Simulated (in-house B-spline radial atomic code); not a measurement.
A fraction x of an electron is removed from 5p in Yb II (Yb+), starting from [Xe] 4f14 6s1 and keeping the highest spin. Method: scalar-relativistic (X2C) r2SCAN0, spin-polarised, spherical fractional occupations, Fermi nucleus of rms radius 5.3108 fm. Calculated with a radial B-spline atomic code at the basis-set limit.

Caution: exact exchange at fractional occupations of open shells leaves self-interaction of up to several eV.

```csv
x,E(x) - E(0) (eV),5p down level (eV)
0,0.0000,-36.706
0.01,0.3676,-36.810
0.22,8.3284,-39.015
0.3,11.4837,-39.867
0.5,?,?
0.61,24.3604,-43.221
0.68,27.4127,-43.989
0.77,?,?
0.95,39.6924,-46.980
1,42.0553,-47.538
```

**Question.** What belongs in the row x = 0.5?

**Answer.** An energy change of 19.6721 eV; 5p down at -42.022 eV.

**Question.** What belongs in the row x = 0.77?

**Answer.** An energy change of 31.4163 eV; 5p down at -44.980 eV.

**Question.** Check Janak's theorem between x = 0.01 and 0.22.

**Answer.** The slope of the energy is 37.91 eV; the orbital levels give 37.91 eV (-ε of the emptying orbital, averaged over the two points).
